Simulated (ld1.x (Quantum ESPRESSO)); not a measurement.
**Which change was made? (Cu, TM)**

```json
{"Element": "copper", "Generator": "ld1.x (Quantum ESPRESSO) 7.5", "Type": "norm-conserving Troullier–Martins (Kleinman–Bylander form)", "Functional": "PBE", "Relativity": "scalar-relativistic", "Frozen core": "[Ar]", "Valence charge": "11", "Reference configuration": "3d10 4s1 4p0", "Partial waves": "4s (bound): rc 1.75 bohr; 4p (bound, empty): rc 2.60 bohr; 3d (bound): rc 1.30 bohr", "Local potential": "all-electron potential smoothed inside 1.65 bohr (lloc = -1)", "Core correction": "a·sin(br)/r model core inside 1.15 bohr"}
```

Cutoffs, loose and tight: the cutoffs (Ry, on a coarse ladder) from which the occupation-weighted sum of valence levels, in a spherical-Bessel basis at the reference potential, stays within 10 and 1 mRy of its value at 400 Ry. They do not see the model core or the augmentation charge, which bear on the density cutoff. Test errors are all-electron minus pseudo excitation energies from the reference, over the configurations 3d10 4s0 4p0; 3d9 4s0 4p0; 3d8 4s0 4p0; 3d9 4s1 4p0; 3d10 4s0.5 4p0; 3d7 4s0 4p0; 3d10 4s0 4p1; variants that change the core or the reference have their own tests. The largest error is taken over the tests solved by every variant that gives reliable tests at all, those not shown here included: 3d10 4s0 4p0; 3d10 4s0 4p1; 3d10 4s0.5 4p0; 3d7 4s0 4p0; 3d8 4s0 4p0; 3d9 4s1 4p0.

The base gives: outcome: generated; cutoff, loose: 160 Ry; cutoff, tight: 300 Ry; bound ghosts: none; largest test error (meV): -1881.

Question: After one change the result is: outcome: generated; cutoff, loose: 110 Ry; cutoff, tight: 180 Ry; bound ghosts: none; largest test error (meV): -1280. Which change was it?
A. wave 3d (bound): rc 1.30 bohr becomes 3d (bound): rc 1.66 bohr
B. type PAW; waves now 4s (bound): rcut 1.50, rcutus 1.75 bohr; 4s channel at 1.65 Ry: rcut 1.50, rcutus 1.75 bohr; 4p (bound): rcut 2.25, rcutus 2.60 bohr; 4p channel at 0.6 Ry: rcut 2.25, rcutus 2.60 bohr; 3d (bound): rcut 1.15, rcutus 1.30 bohr; 3d channel at 1.1 Ry: rcut 1.15, rcutus 1.30 bohr; local potential all-electron potential smoothed inside 2.35 bohr (lloc = -1); augmentation PSQ, inside the norm-conserving radii
C. core [Ne], valence charge 19; reference 3s2 3p6 3d10 4s1 4p0; waves now 3s (bound): rc 1.00 bohr; 3d (bound): rc 1.20 bohr; 3p (bound): rc 0.95 bohr; local potential the p channel; core correction none

Answer: A. The others give: type PAW; waves now 4s (bound): rcut 1.50, rcutus 1.75 bohr; 4s channel at 1.65 Ry: rcut 1.50, rcutus 1.75 bohr; 4p (bound): rcut 2.25, rcutus 2.60 bohr; 4p channel at 0.6 Ry: rcut 2.25, rcutus 2.60 bohr; 3d (bound): rcut 1.15, rcutus 1.30 bohr; 3d channel at 1.1 Ry: rcut 1.15, rcutus 1.30 bohr; local potential all-electron potential smoothed inside 2.35 bohr (lloc = -1); augmentation PSQ, inside the norm-conserving radii → outcome: failed: new_paw_hamiltonian: negative rho | core [Ne], valence charge 19; reference 3s2 3p6 3d10 4s1 4p0; waves now 3s (bound): rc 1.00 bohr; 3d (bound): rc 1.20 bohr; 3p (bound): rc 0.95 bohr; local potential the p channel; core correction none → outcome: generated, misses its reference levels by 0.21 eV; cutoff, loose: 180 Ry; cutoff, tight: 300 Ry; bound ghosts: none; largest test error (meV): -917.
